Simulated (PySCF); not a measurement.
Sn(F)2(SH)2, SMILES [F][Sn]([F])([SH])[SH] (CAM-B3LYP/def2-SVP optimised geometry):

```
7

F     -1.566     0.885     0.000
Sn    -0.812    -0.885     0.000
F     -1.318    -1.526     1.742
S      1.566    -0.885     0.000
S     -1.920    -2.014    -1.776
H      1.585    -0.964     1.349
H     -2.846    -1.032    -1.840
```

Method: CAM-B3LYP/def2-TZVP, def2 effective core potentials past Kr (PySCF).

Task: What are the frontier orbital energies and the dipole moment?

Result: HOMO-2 -10.94 eV, HOMO-1 -9.85 eV, HOMO -9.84 eV, LUMO -1.66 eV, LUMO+1 0.40 eV; dipole moment 1.97 D.

On the same geometry PBE/def2-TZVP, def2 effective core potentials past Kr run with PySCF gives HOMO-2 -8.37 eV, HOMO-1 -7.21 eV, HOMO -7.18 eV, LUMO -3.53 eV, LUMO+1 -1.41 eV; dipole moment 1.79 D.
